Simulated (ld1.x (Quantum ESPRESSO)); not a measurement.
# An odd input for ld1.x (Quantum ESPRESSO) 7.5 (manganese)

Command:

```bash
ld1.x < Mn.in > Mn.out
```

Input:

```
&input
   title='Mn', zed=25., rel=1, dft='PBE', iswitch=3,
   config='[Ar] 3d5 4s1 4p1',
   nld=3, rlderiv=1.50, eminld=-8.0, emaxld=5.0, deld=0.04
 /
 &inputp
   pseudotype=3, lpaw=.true., tm=.true., lloc=-1, rcloc=0.85,
   nlcc=.false.,
   which_augfun='BESSEL', rmatch_augfun=0.75,
   file_pseudopw='Mn.UPF', file_wfcaegen='ae.wfc', file_wfcncgen='nc.wfc', file_beta='beta', file_chi='chi', file_wfcusgen='us.wfc'
 /
6
3S  1  0   2.00   0.00  1.15  1.35  0.0
4S  2  0   1.00   0.00  1.15  1.35  0.0
3P  2  1   6.00   0.00  1.25  1.30  0.0
4P  3  1   2.00   0.00  1.25  1.30  0.0
3D  3  2   5.00   0.00  0.80  1.10  0.0
3D  3  2   0.00   0.95  0.80  1.10  0.0
 &test
   configts(1)='3s2 3p6 3d5 4s1 4p1'
 /
```

This is an input that runs to its end, with one change: occupation of 4P in the list raised by one against config.

Task: How does the run end?

Result: The program refuses the input: "ld1_setup: mismatched all-electron/pseudo occupations".

```
Program LD1 v.7.5

 %%%%%%%%%%%%%%%%%%%%%%%%%%%%%%%%%%%%%%%%%%%%%%%%%%%%%%%%%%%%%%%%%%%%%%%%%%%%%%
     Error in routine ld1_setup (4):
     mismatched all-electron/pseudo occupations
 %%%%%%%%%%%%%%%%%%%%%%%%%%%%%%%%%%%%%%%%%%%%%%%%%%%%%%%%%%%%%%%%%%%%%%%%%%%%%%

     stopping ...
```
